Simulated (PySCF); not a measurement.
**Ionisation energy of Co⁺ by level of theory**

Co⁺ [Ar] 3d8 (3F) → Co²⁺ [Ar] 3d7 (4F), as a difference of total energies. Calculation: PySCF 2.14, in def2-QZVPPD (11s6p5d4f2g, 100 functions); no relativity, point nucleus. Correlated levels: valence: [Ar] frozen; valence and next inner shell: [Ne] frozen. The calculations carry no spin-orbit coupling.

| method | ionisation energy (eV) |
| --- | --- |
| UHF | 14.329 |
| LDA | 18.458 |
| PBE | 18.004 |
| PBE0 | 17.332 |
| r2SCAN | 17.494 |
| r2SCANh | 17.305 |
| wB97M-V | 17.328 |
| MP2 (valence) | 17.092 |
| SCS-MP2 (valence) | 16.991 |
| MP2 (valence and next inner shell) | 17.740 |
| SCS-MP2 (valence and next inner shell) | 17.444 |

Estimate what CAM-B3LYP gives.

17.669 eV, closest to MP2 (valence and next inner shell) among the rows shown.

Estimate what B2PLYP gives.

17.303 eV, closest to r2SCANh among the rows shown.

A first-order spin-orbit estimate (lowest level to lowest level, LS coupling) adds -0.011 eV.

These non-relativistic numbers lack the scalar-relativistic shift.

Errors of the correlated levels include the incompleteness of this basis and the frozen core.

For comparison: 17.084 eV (measured; NIST Atomic Spectra Database, ionization energies).
